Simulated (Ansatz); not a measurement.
`C[CH2][Cd][CH2]C` + `[OH][Al]([F])[Cl]` → `C[O][Al]([F])[Cl]` + `C[CH2][Cd][CH3]`  (substitution at a C–C bond)

Isolated molecules relaxed with PBE0-D4/def2-TZVP in Ansatz; ΔE leaves out vibrations. CCSD(T)/CBS is the MP2 limit (def2-TZVPP, def2-QZVPP) plus CCSD(T) − MP2 in def2-TZVPP, frozen cores. This one scheme is used for every species. Functionals use def2-TZVPP. Elements past krypton have def2 core potentials. For Cd outer-core shells are correlated without core-valence functions, which leaves a few kJ/mol of doubt a bond. One conformer a species, not always the lowest.

| level | ΔE (kJ/mol) | difference from CCSD(T)/CBS |
| --- | --- | --- |
| PBE-D4 | 39.0 | -3.0 |
| B97M-V | 36.2 | -5.8 |
| CAM-B3LYP-D4 | 31.6 | -10.4 |
| ωB97M-V | 36.7 | -5.3 |
| revPBE | 37.7 | -4.3 |
| HF/def2-SVP | 17.2 | -24.8 |
| CCSD(T)/def2-SVP | 33.6 | -8.4 |
| CCSD/def2-TZVPP | 38.8 | -3.2 |
| HF/def2-QZVPP | 24.5 | -17.5 |
| MP2/def2-QZVPP | 46.6 | 4.6 |
| CCSD(T)/CBS | 42.0 | 0 |

Largest T1 diagnostic among the species: 0.012.

Leaving LDA and LC-ωPBE aside and taking each functional with its dispersion term where it has one, the values, not all of them listed here, spread over 9.7 kJ/mol, from BHLYP-D4 to PBE-QIDH. In def2-TZVPP, CCSD(T) changes the Hartree–Fock value by +15.5 kJ/mol (the triples alone add +1.7 kJ/mol) and MP2 by +21.0 kJ/mol.
